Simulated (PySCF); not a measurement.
**Removal energies of Sb²³⁺ from EOM-IP-GCCSD**

Reference: closed-shell Sb²³⁺, [Ar] 3d10; one electron is removed. Calculated with PySCF 2.14, two-component X2C-1e with screened spin-orbit coupling, an even-tempered Gaussian basis (19 s from 0.98 bohr⁻², ratio 2.6; 15 p from 1.3 bohr⁻², ratio 2.6; 10 d from 1.3 bohr⁻², ratio 2.6; 6 f from 1.3 bohr⁻², ratio 2.8); frozen [Ar]; the 100 highest virtual spinors dropped; of the others 70 kept and the rest restored at second order. No Breit or QED terms. Binding energies in eV.

```csv
level,Koopmans,second order,EOM-CCSD
3d3/2,1229.4,1228.4,1228.6
3d5/2,1219.0,1218.1,1218.2
```

For comparison, the ionisation energy of Sb²³⁺ is 1214 ± 4 eV (theoretical estimate listed by NIST; NIST Atomic Spectra Database, ionization energies).
